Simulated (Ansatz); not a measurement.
Energy needed to pull apart CH3GeN (SMILES N#[C][GeH3]), singlet, into free ground-state atoms, from the structure below (displaced at random from a GFN2-xTB minimum); no zero-point or spin–orbit terms; open-shell atoms are treated unrestricted, in their ground-state multiplicity.

```json
{"atom": "N1", "x (Å)": "0.5539", "y (Å)": "-2.2052", "z (Å)": "0.7968"}
{"atom": "C2", "x (Å)": "0.3173", "y (Å)": "-1.1690", "z (Å)": "0.4123"}
{"atom": "Ge3", "x (Å)": "-0.1611", "y (Å)": "0.5030", "z (Å)": "-0.1600"}
{"atom": "H4", "x (Å)": "-1.4035", "y (Å)": "0.4548", "z (Å)": "-0.9501"}
{"atom": "H5", "x (Å)": "0.9759", "y (Å)": "0.9386", "z (Å)": "-1.1062"}
{"atom": "H6", "x (Å)": "-0.2693", "y (Å)": "1.4095", "z (Å)": "0.9460"}
```

Computed with Ansatz 0.2.0 (basis: def2-TZVPP); correlated methods freeze the cores. Filled d shells of the heavier atoms are correlated. The def2 sets are not built for correlating such inner shells, so the correlated values are less sure here. B3LYP uses VWN-RPA correlation.

```tsv
method	atomization energy (kcal/mol)
PBE-D4	?
r2SCAN-D4	491.9
PBE0-D4	490.7
B3LYP-D4	493.7
r2SCAN0-D4	480.2
wB97M-V	?
HF	333.0
MP2	492.4
CCSD	473.5
CCSD(T)	483.6
```

Task: What does PBE-D4 give? (Judge from chemistry; the value comes from the calculation.)

Result: By the calculation: 503.6 kcal/mol, which is about 20.1 kcal/mol more than CCSD(T)/def2-TZVPP.

Task: What does wB97M-V give? (An estimate is asked for; the value comes from the calculation.)

Result: By the calculation: 494.4 kcal/mol, which is about 10.8 kcal/mol more than CCSD(T)/def2-TZVPP.

In triple zeta the MP2 and coupled-cluster atomization energies are still short of their basis limit by a few kcal/mol a bond, whereas those of the functionals are nearly converged, so these differences are not deviations from converged CCSD(T).

The T1 diagnostic stays at or below 0.013.

For scale, one of the runs: CCSD(T)/def2-TZVPP forces, 152 basis functions (an equivalent command: `ansatz run in.yaml --threads 4`). Time: 92 s of wall clock on 4 CPU threads; the host was shared. Peak host memory: 1.8 GiB.
